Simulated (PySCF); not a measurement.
# Electron correlation in Al⁺ (aluminium, charge +1)

[Ne] 3s2, closed-shell 1S. Calculation: PySCF 2.14, in cc-pVTZ-DK; scalar relativity by spin-free X2C-1e. Frozen: [Ne]; 2 electrons correlated.

Total MP2 correlation energy: -27.69 mhartree.

Same-spin part 0.00 and opposite-spin part -27.69 mhartree; SCS-MP2 scales them by 1/3 and 6/5 to -33.23 mhartree.

With two correlated electrons CCSD is exact within the correlated space (frozen core and kept virtual orbitals).

```json
{"level": "CCSD", "correlation energy (mhartree)": "-39.42"}
```

Diagnostics: T1 = 0.0085, D1 = 0.0121, largest double amplitude 0.111.

Cost of the coupled-cluster step: 0.09 s of wall time on 1 thread of Neoverse-V1 (shared host), for 2 correlated electrons.
